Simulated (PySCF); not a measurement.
An unknown shows these calculated signals:

$^{1}$H NMR (600 MHz, computed): δ 4.85 (t, 2H), 4.01 (t, 3H), -0.15 (m, 2H).

$^{13}$C{$^{1}$H} NMR (computed): δ 195.3 (C), 30.5 (C), -14.1 (CH2).

- shieldings: GIAO PBE0/pcSseg-1
- coordinates at the GFN2-xTB level
- code: PySCF 2.14
- single conformer, isolated molecule, non-relativistic Hamiltonian, equivalent nuclei averaged

Referencing at the same level of theory: $^{1}$H (31.72 ppm), $^{13}$C (186.93 ppm) against TMS.

**Question.** Which of these does the molecule contain: a nitrile, a three-membered ring, a non-aromatic C=C double bond, a benzene ring, a Si–H bond?

**Answer.** 
- A nitrile: no.
- A three-membered ring: no.
- A non-aromatic C=C double bond: yes.
- A benzene ring: no.
- A Si–H bond: yes (δH 4.85 (t)).

The data belong to `InChI=1S/C3H7ClOSi2/c4-3(1-5)7-2-6/h2,7H2,6H3`; they needn't prove each group on their own.

Carbon signals by region: 1 in the far downfield region (above 160 ppm), 2 below 50 ppm. Above 160 ppm: 195.3, central carbon of a ketene.

Carbons that carry Cl, above all several Cl atoms, come out too deshielded, partly because spin–orbit coupling is missing. Shifts are as computed. Against solution values, carbons near 30 ppm lie about +3 ppm off and those near 130 ppm about +5 ppm; carbons on Cl a further +6 ppm. Of 1211 compounds with measured shifts, 218 miss one by over three times the rms of a fit or turn the order of signals round; such compounds aren't used in these exercises. Multiplicities follow the n + 1 count of equivalent neighbours, as no J values were calculated; m marks all less simple cases, F and P coupling included.
